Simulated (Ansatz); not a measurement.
WN2Cl2H2⁻, that is W(NH)2Cl2 with one electron more. Total charge -1; doublet. Geometry PBE-D4/def2-SVP, that of the neutral singlet.

```xyz
7

W     0.3015   -0.1212   -0.3716
N     0.4443    1.3234    0.6176
H     0.1651    1.9611    1.3697
N    -1.0775   -1.0686    0.1635
H    -1.8892   -1.2681    0.7566
Cl    2.1894   -1.3912   -0.0077
Cl   -0.1335    0.5647   -2.5280
```

In the def2 sets W takes a core potential; there is no spin–orbit coupling. At PBE-D4/def2-TZVPD, r2SCAN-D4/def2-TZVPD, PBE0-D4/def2-TZVPD the highest occupied level of the charge -1 doublet lies above zero (up to 1.95 eV). By energy differences its removal costs 0.66 eV (vertical, to the charge 0 singlet, at PBE-D4/def2-TZVPD); a positive level beside a positive removal energy at the same level points to self-interaction error.

(1) Estimate the α-spin orbital energies around the gap (eV) in Ansatz with PBE-D4/def2-TZVPD, r2SCAN-D4/def2-TZVPD, PBE0-D4/def2-TZVPD.

Results:

(1) 
| orbital | PBE-D4/def2-TZVPD | r2SCAN-D4/def2-TZVPD | PBE0-D4/def2-TZVPD |
| --- | --- | --- | --- |
| HOMO−5 | -3.23 | -3.55 | -4.66 |
| HOMO−4 | -2.71 | -2.96 | -4.09 |
| HOMO−3 | -2.16 | -2.39 | -3.38 |
| HOMO−2 | -2.06 | -2.25 | -3.25 |
| HOMO−1 | -1.70 | -1.91 | -2.93 |
| HOMO | 1.95 | 1.73 | 0.76 |
| LUMO | 2.83 | 3.16 | 3.47 |
| LUMO+1 | 2.97 | 3.22 | 3.49 |
| LUMO+2 | 2.98 | 3.48 | 3.64 |
| LUMO+3 | 3.08 | 3.50 | 3.85 |
| LUMO+4 | 3.36 | 3.92 | 3.89 |
| LUMO+5 | 3.77 | 4.19 | 4.53 |
| β HOMO | -1.65 | -1.86 | -2.87 |
| β LUMO | 2.82 | 3.18 | 3.53 |
